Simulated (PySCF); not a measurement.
C5H10FOSi (doublet state).
Geometry (GFN2-xTB, Å), atoms numbered from 1 in this order:
```xyz
18
C5H10FOSi angstrom
C     -2.0124   -1.2776   -0.5785
O     -0.6778   -1.0259   -0.2297
C     -0.3324    0.2582    0.1113
Si    -1.4407    1.7439   -0.2800
C      0.8542    0.4385    0.7127
C      1.8399   -0.6657    0.9951
C      2.8078   -0.5959   -0.1200
F      3.8034    0.3126   -0.0129
H     -2.0604   -2.3370   -0.8300
H     -2.3260   -0.6881   -1.4460
H     -2.6920   -1.0742    0.2555
H     -2.7393    1.6015    0.3870
H     -0.7483    2.9307    0.2087
H     -1.6654    1.8423   -1.7270
H      1.1856    1.4400    0.9326
H      1.3298   -1.6280    0.9871
H      2.3459   -0.5054    1.9477
H      2.5190   -0.7634   -1.1451
```

The hyperfine couplings belong to this conformer and change with its torsions.

As a line formula: `CO/C([SiH3])=C\C[CH]F` [radical].

The calculation used PySCF 2.14.0, UKS B3LYP, pcH-1 on C F H O Si, non-relativistic, mean-field spin-orbit, GIAO. Isolated species at its GFN2-xTB geometry (one conformer only). A GFN2-xTB geometry isn't a minimum of the functional, and hyperfine couplings can be far from their values at a DFT geometry. No stability test was run, so a lower SCF solution isn't excluded.

(1) Match the computed a_iso(13C) values +175.6, +60.4, -12.7, +5.8 MHz with the sites C3; C5; C6; C7.

Results:

(1) 
| site | a_iso (MHz) | ρ(0) (bohr⁻³) | position | distance from C7 (Å) | spin population | largest \|T\| (MHz) |
| --- | --- | --- | --- | --- | --- | --- |
| C3 | +5.8 | +0.0052 | 3 bonds from C7 | 3.26 | +0.07 | 12.8 |
| C5 | +60.4 | +0.0537 | 2 bonds from C7 | 2.36 | -0.01 | 13.5 |
| C6 | -12.7 | -0.0113 | 1 bond from C7 | 1.48 | -0.05 | 4.0 |
| C7 | +175.6 | +0.1562 | largest spin population | 0.00 | +0.92 | 162.8 |

ρ(0) is the spin density at the nucleus and T the dipolar tensor; a_iso includes a spin–orbit part; entries for several nuclei are means. The largest Mulliken spin populations are on C7 (+0.92), C3 (+0.07) and F8 (+0.07). C7 is the only atom above +0.15. The angles at C7 add up to 351.5°, so it is slightly pyramidal.

Nuclei that the bonding pattern makes equivalent are averaged, as if the motion that swaps them (rotation, inversion, ring flip) were fast. The three 1H nuclei of mean +3.9 MHz run from -0.2 to 10.4 MHz in the frozen geometry. The 1H value of +22.1 MHz is a mean of couplings from 16.4 to 27.8 MHz in this one geometry, not an average over conformers.
